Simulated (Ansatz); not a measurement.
Au2Cl⁺, relaxed as a singlet with RKS PBE-D4/def2-TZVP in Ansatz, starting from the GFN1-xTB geometry. Force threshold 0.02 eV/Å.

In the def2 sets Au takes a core potential; there is no spin–orbit coupling. The structure comes from a short search, and lower isomers may exist.

Start:

| atom | x (Å) | y (Å) | z (Å) |
| --- | --- | --- | --- |
| Au1 | 0.3020 | 2.0006 | 0.1823 |
| Au2 | 0.6338 | -0.2925 | -0.1232 |
| Cl3 | -0.9358 | -1.7081 | -0.0592 |

```json
{"step": "1", "energy (eV)": "-19898.5662", "largest force component (eV/Å)": "3.428", "SCF passes": "20"}
{"step": "2", "energy (eV)": "-19899.0901", "largest force component (eV/Å)": "0.363", "SCF passes": "33"}
{"step": "3", "energy (eV)": "-19899.2225", "largest force component (eV/Å)": "0.247", "SCF passes": "27"}
{"step": "4", "energy (eV)": "-19899.3392", "largest force component (eV/Å)": "0.325", "SCF passes": "27"}
{"step": "5", "energy (eV)": "-19899.4873", "largest force component (eV/Å)": "0.402", "SCF passes": "26"}
{"step": "6", "energy (eV)": "-19899.7219", "largest force component (eV/Å)": "0.636", "SCF passes": "27"}
{"step": "7", "energy (eV)": "-19899.9396", "largest force component (eV/Å)": "0.375", "SCF passes": "26"}
{"step": "8", "energy (eV)": "-19899.9587", "largest force component (eV/Å)": "0.109", "SCF passes": "26"}
{"step": "9", "energy (eV)": "-19899.9598", "largest force component (eV/Å)": "0.041", "SCF passes": "22"}
{"step": "10", "energy (eV)": "-19899.9599", "largest force component (eV/Å)": "0.001", "SCF passes": "22"}
```

Force components are those of the run's own axes.

End:

```xyz
3

Au   -0.356    1.503    0.220
Au    1.324   -0.777   -0.276
Cl   -0.968   -0.726    0.056
```

Bonds formed: Au1–Cl3 (atoms count from 1).

No frequencies were taken in this run, so the end may be a saddle point.

Hardware: 2 threads of Arm Neoverse V2 on a shared host. Wall time 15 s.
